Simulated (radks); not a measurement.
Q: Radial electron density D(r) = 4 pi r^2 rho(r) of an atom or ion with 61 electrons. Method: scalar-relativistic Kohn-Sham, r2SCAN, spin-polarised, spherical densities, finite nucleus; meta-GGA in the generalised Kohn-Sham scheme; Fermi nuclear charge, rms radius of each element as measured or else 0.836 A^(1/3) + 0.57 fm; computed with a radial shooting solver on a logarithmic mesh with Libxc functionals.

r (bohr)  D(r) (e/bohr)   spin D(r)
0.001021          4.547     0.00220
0.00134           7.043     0.00340
0.001773          10.90     0.00522
0.002327          16.36     0.00776
0.003079          24.28      0.0113
0.004042          34.56      0.0158
0.005348          47.72      0.0210
0.007075          62.42      0.0258
0.009287          75.83      0.0282
0.01229           85.08      0.0258
0.01613           86.65      0.0173
0.02134           81.40     0.00596
0.02801           76.85     0.00358
0.03706           83.41      0.0240
0.04904           102.5      0.0613
0.06437           115.6      0.0699
0.08517           105.6      0.0204
0.1118            88.12  -0.0000782
0.1479            93.59       0.103
0.1942            102.0       0.134
0.2569            73.71     -0.0117
0.3399            44.46       0.114
0.4461            49.78       0.283
0.5903            48.09     -0.0244
0.7748            27.75       0.228
1.025             14.38        1.08
1.346             9.437        1.05
1.78              4.495       0.367
2.356             1.072      0.0346
3.092            0.1132    -0.00192
4.091          0.003783   -0.000228

What is the nuclear charge?

A: Z = 65. The innermost maximum, from 1s, lies near gamma/Z bohr with gamma = sqrt(1 - (Z/c)^2) = 0.880, here 0.0135 bohr (found: 0.0149), and its height grows with Z. The density is that of the terbium ion Tb4+ in [Kr] 4d10 4f(up 4, down 4) 5p6 5s(up 1, down 0); the configuration itself is not fixed sharply by these data, and Z only to a few units. D(r) has 4 maxima, at r = 0.0149, 0.0665, 0.185, 0.507 bohr, and minima at 0.0285, 0.121, 0.362 bohr, inside which lie 1.94, 11.12, 29.39 electrons.
